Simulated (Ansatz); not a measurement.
`BC[SiH3]` + `[CH3][SbH][CH3]` → `[BH2][Sb]([CH3])[CH3]` + `C[SiH3]`  (formal exchange of groups at a B–C bond)

Calculated with Ansatz (gas phase, PBE0-D4/def2-TZVP geometries, no zero-point term in ΔE). CBS: MP2 limit from def2 TZ/QZ plus the TZ coupled-cluster correction, frozen cores. This one scheme is used for every species. DFT in def2-TZVPP. B3LYP here is the variant with VWN-RPA as its local correlation; programs differ in this. def2 core potentials past Kr. For Sb outer-core shells are correlated without core-valence functions, which leaves a few kJ/mol of doubt a bond.

Problem. Is it downhill or uphill in electronic energy at CCSD(T)/CBS, and by how much? (Estimate.)

Solution. Computed: Uphill: ΔE = +12.5 kJ/mol.

Problem. What do these levels give: PBE-D4, PBE0-D4, B3LYP-D4, B2PLYP, PBE, r2SCAN, PBE0, B3LYP, HF/def2-TZVPP, CCSD(T)/def2-TZVPP, MP2/CBS(def2), CCSD/CBS(def2)? (Best estimate.)

Solution. Ansatz gave: PBE-D4 14.4, PBE0-D4 16.0, B3LYP-D4 17.5, B2PLYP 16.0, PBE 14.7, r2SCAN 17.4, PBE0 16.5, B3LYP 18.1, HF/def2-TZVPP 18.6, CCSD(T)/def2-TZVPP 13.8, MP2/CBS(def2) 11.6, CCSD/CBS(def2) 13.8 kJ/mol.

Largest T1 diagnostic among the species: 0.014.

In def2-TZVPP, CCSD(T) changes the Hartree–Fock value by −4.8 kJ/mol (the triples alone add −1.3 kJ/mol) and MP2 by −5.7 kJ/mol.
